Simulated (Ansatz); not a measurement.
A search over several starts for the lowest SCF solution of cis-[TiF2(H2O)4]+ (TiO₄F₂H₈⁺) at the given spin, in a small basis.

```yaml
crystal:
  periodic: [false, false, false]
  atoms:
    - {symbol: F, position_ang: [-0.137820, 0.018185, 2.074478]}
    - {symbol: F, position_ang: [2.079540, -0.011999, -0.162925]}
    - {symbol: O, position_ang: [0.033071, -0.119987, -1.842238]}
    - {symbol: O, position_ang: [-1.837863, 0.105816, 0.034483]}
    - {symbol: O, position_ang: [0.389853, 2.189907, 0.419655]}
    - {symbol: O, position_ang: [0.437656, -2.188795, 0.427541]}
    - {symbol: Ti, position_ang: [0.372326, -0.000186, 0.361212]}
    - {symbol: H, position_ang: [-0.559996, -0.790915, -2.213700]}
    - {symbol: H, position_ang: [0.853527, -0.152096, -2.359474]}
    - {symbol: H, position_ang: [-2.207718, 0.819263, -0.508067]}
    - {symbol: H, position_ang: [-2.341238, 0.099394, 0.864406]}
    - {symbol: H, position_ang: [1.161830, 2.627868, 0.025735]}
    - {symbol: H, position_ang: [0.320005, 2.535349, 1.325305]}
    - {symbol: H, position_ang: [0.101827, -2.589859, 1.245930]}
    - {symbol: H, position_ang: [1.334978, -2.541964, 0.307640]}
basis:
  gaussian: {orbitals: def2-SVP, initial_orbitals: start.molden}
total_charge: 1
magnetization: {spin_polarized: true, initial_magnetization: 1}
hamiltonian: {xc: pbe, dispersion: d4}
output: {orbitals: {seedname: orbitals}}
```

The file start.molden holds the orbitals of an earlier run on this structure, at another level or in another basis.

```sh
$ ansatz run in.yaml --threads 4 --pin off --events-out ev --progress --plain --max-ram 4787MiB
```

Output, abridged:

```
Functional definition: PBE
1712 factors; their error is unknown
mean field evaluation 1: about -36834.6768 eV, gradient 4.4e0 eV
mean field evaluation 2: about -36834.8135 eV, gradient 1.9e-1 eV
mean field evaluation 4: about -36834.7551 eV, gradient 5.7e-4 eV
mean field evaluation 8: about -36805.6150 eV, gradient 9.5e1 eV
mean field evaluation 16: about -36834.8077 eV, gradient 1.3e0 eV
mean field evaluation 32: about -36833.6872 eV, gradient 5.8e0 eV
mean field -36834.75507280 eV, -1353.6522814317 hartree, gradient 1.9e-5 eV, S^2 0.752158; 7 other end points of the search recorded, 0 dependent functions left out
reference -36834.75518132 eV, -1353.6522854198 hartree; 40, 39 occupied and 115, 116 virtual orbitals, 1712 factors
Total energy: -36835.02032797 eV, -1353.6620293793 hartree
```

Run time 4.9 s (4 threads of Intel Xeon 6975P-C on a shared host).

No other spin state of charge 1 was run. Another isomer (doublet) lies 0.15 eV lower at PBE0-D4/def2-TZVP; other spin states weren't run for this one.
